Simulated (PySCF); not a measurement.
C3H9BO2, SMILES COCB(C)O.

The structure is a stationary point at r2SCAN-D4/def2-SVP. The structure was generated by enumeration, and PubChem lists no compound with its InChIKey, so it may never have been made. The values are those of a single conformer.

The numbers are results of r2SCAN-D4/def2-SVP (PySCF), not measurements.

Harmonic, unscaled wavenumbers; measured fundamentals usually lie a few per cent lower.

```
mode  ν (cm⁻¹)  IR (km/mol)  moving atoms (share of kinetic energy)
----  --------  -----------  --------------------------------------
1           66          0.9                          H 68 %, O 24 %
2           82          3.7                   H 63 %, O 29 %, C 8 %
3          108          2.0                          C 54 %, H 41 %
4          148          1.7                  C 39 %, O 35 %, H 22 %
5          251          2.6                          H 86 %, O 11 %
6          304          2.9                  O 37 %, C 33 %, H 28 %
7          366          1.7          O 38 %, H 30 %, C 21 %, B 10 %
8          387          0.6                  H 46 %, B 37 %, O 12 %
9          499         12.9          C 45 %, H 25 %, B 15 %, O 14 %
10         590         52.9                                  H 87 %
11         744         47.1                          H 69 %, C 24 %
12         766          8.6                  C 44 %, H 42 %, O 13 %
13         841          2.2                  H 54 %, C 27 %, O 16 %
14         929         27.3                  H 39 %, B 36 %, C 23 %
15         962         64.1                  H 59 %, B 18 %, C 16 %
16        1015         83.8                  C 47 %, O 27 %, H 26 %
17        1173          2.5                          H 76 %, C 19 %
18        1176         93.6                   H 66 %, B 19 %, C 8 %
19        1181        184.5                  O 40 %, C 34 %, H 21 %
20        1230         26.7                  H 42 %, O 26 %, C 26 %
21        1243          6.4                                  H 88 %
22        1299         38.2                          H 72 %, C 21 %
23        1379         74.5                  H 44 %, C 29 %, B 24 %
24        1400        149.8           H 51 %, B 30 %, O 10 %, C 9 %
25        1430         29.9                                  H 93 %
26        1443          8.4                                  H 89 %
27        1454          6.7                                  H 96 %
28        1457         31.2                          H 73 %, B 15 %
29        1466         24.7                          H 78 %, B 12 %
30        1494          7.6                          H 84 %, C 10 %
31        2889         62.8                                  H 95 %
32        2916         66.8                           H 91 %, C 9 %
33        2941         83.2                                  H 97 %
34        2999         76.8                          H 90 %, C 10 %
35        3019          3.0                                  H 97 %
36        3103         11.3                           H 91 %, C 9 %
37        3128         30.5                           H 91 %, C 9 %
38        3129         15.7                           H 91 %, C 9 %
39        3838         48.2                                  H 94 %
```
